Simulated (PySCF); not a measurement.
HBr₂ClOSn, SMILES [OH][Sn]([Cl])([Br])[Br], singlet (PBE0/def2-SVP optimised geometry):

```
6

O     -1.439    -2.126     1.583
Sn    -0.781    -1.173     0.000
Cl     1.551    -1.173     0.000
Br    -1.633    -2.395    -1.948
Br    -1.551     1.173     0.000
H     -1.172    -1.692     2.404
```

Level of theory: PBE0/def2-TZVP, def2 effective core potentials past Kr in PySCF.

Question: What are the frontier orbital energies and the dipole moment?

Answer: HOMO-2 -9.18 eV, HOMO-1 -9.09 eV, HOMO -9.00 eV, LUMO -3.21 eV, LUMO+1 -0.40 eV; dipole moment 1.13 D.

On the same geometry PySCF with PBE/def2-TZVP, def2 effective core potentials past Kr gives HOMO-2 -7.81 eV, HOMO-1 -7.71 eV, HOMO -7.67 eV, LUMO -4.03 eV, LUMO+1 -1.21 eV; dipole moment 1.11 D.
